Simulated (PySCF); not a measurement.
# C₆ coefficients of unlike pairs at UHF

Calculated with PySCF 2.14 from the dipole response of each species, C₆(A,B) = (3/π) ∫ α_A(iu) α_B(iu) du, in atomic units, from isotropic polarisabilities. For ions this is the dispersion term alone; charge-induced terms of lower order in 1/R come first.

```csv
species,configuration,basis,relativity,α (bohr³),C₆ (like pair)
Ru³⁺,[Kr] 4d5 (6S),aug-cc-pVTZ-PP with ECP28MDF (6s6p5d3f2g),core potential,4.667,21.02
F⁺,[He] 2s2 2p4 (3P),aug-cc-pVQZ-DK (6s5p4d3f2g),spin-free X2C,1.722,3.138
Tl,[Xe] 4f14 5d10 6s2 6p1 (2P),def2-QZVPPD with the def2 core potential (60 electrons) (8s6p5d4f1g),core potential,76.68,836.1
Cr²⁺,[Ar] 3d4 (5D),dyall-av2z (16s12p7d2f),none,3.496,10.24
```

Problem. Estimate C₆ for Cr²⁺ with F⁺.

Solution. The integral gives 5.653. The combination rule 2 C_A C_B / (C_A α_B/α_A + C_B α_A/α_B) gives 5.629 and the geometric mean 5.668.

No spin-orbit coupling is included.

The other pairs:

```
      pair     C₆
  Cr²⁺, Tl  73.62
  Tl, Ru³⁺  102.9
    Tl, F⁺  38.83
  F⁺, Ru³⁺  8.112
Cr²⁺, Ru³⁺  14.64
```
